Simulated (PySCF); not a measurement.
## A thermochemical cycle for SbH

r²SCAN in PySCF with def2-SVPD on every atom (core potentials on Sb), for the lowest determinant that a PBE0 search found; no spin–orbit coupling. SbH, a triplet (π ↑↑), has De = 2.60 eV to neutral atoms, and SbH⁺, a doublet (π ↑), has De = 2.74 eV to Sb⁺ + H.

The adiabatic ionisation energy of SbH, between the minima, is 9.05 eV.

Which ionisation energy of the Sb atom does this level give?

IE(Sb) = IE(molecule) + De(ion) − De(neutral) = 9.05 + 2.74 − 2.60 = 9.19 eV; the measured value is 8.608 eV (NIST ASD).

These are scalar-relativistic numbers at best; spin–orbit coupling would shift them, the dissociation energy most. For an ion De counts to the pair picked by the measured ionisation energies or electron affinities, which need not be the lowest pair at this level. States were picked by a PBE0 search and need not be the measured ground states.
